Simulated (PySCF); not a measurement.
# Hartree-Fock beside MP2: ClH4Si2

Calculated results; nothing here was measured. The program is PySCF 2.14.0, an open-source quantum chemistry code, run on an isolated molecule that a program drew, which may never have been made. The molecule is ClH4Si2 (charge 0, doublet), drawn as the SMILES string `[SiH2][SiH2]Cl`.

The geometry was optimised and harmonic frequencies were computed with HF and MP2, all in the cc-pV(D+d)Z basis, for the commonest isotopes, with a restricted reference for singlets and an unrestricted one otherwise, and a frozen core in MP2. Each result is a local minimum of its method.

Geometry at the HF minimum:
```xyz
7
ClH4Si2, angstrom
Si    0.6327   -0.4832   -1.0820
Si   -0.9057   -1.2898    0.5040
Cl   -2.2862    0.2186    0.9054
H     1.7058   -1.4658   -1.3700
H    -0.0177   -0.0463   -2.3389
H    -0.2242   -1.6236    1.7691
H    -1.6728   -2.4630    0.0405
```

Lengths of the bonds as drawn, in Å (atoms numbered as above):
| bond | HF | MP2 |
|---|---|---|
| Si1-Si2 | 2.352 | 2.341 |
| Si2-Cl3 | 2.084 | 2.076 |
| Si1-H4 | 1.483 | 1.485 |
| Si1-H5 | 1.481 | 1.484 |
| Si2-H6 | 1.475 | 1.480 |
| Si2-H7 | 1.476 | 1.481 |

Rotational constants, in GHz:
```
constant,HF,MP2
A,11.34,11.35
B,2.296,2.321
C,1.972,1.99
```

Harmonic frequencies in cm^-1, each column in rising order, so a row needn't be the same motion in every method:
```
rank    HF   MP2
   1   108   104
   2   147     ?
   3   424   399
   4   436   430
   5   548   523
   6   576   559
   7   638   591
   8   754   718
   9   891   845
  10   983   935
  11  1032   982
  12  2295  2262
  13  2314  2281
  14  2330  2288
  15  2339  2296
```

**Estimate the missing MP2 frequency from the HF column.**

A single factor s that minimises the squared misfit of MP2 against s times HF over the other rows is sum(HF x MP2) / sum(HF^2) = 0.9778, with an rms misfit of 19 cm^-1. For rank 2 it gives 0.9778 x 147 = 144 cm^-1. The calculation gives 142 cm^-1, 2 cm^-1 below the estimate. The drawn bonds are on average as long in MP2 as in HF.
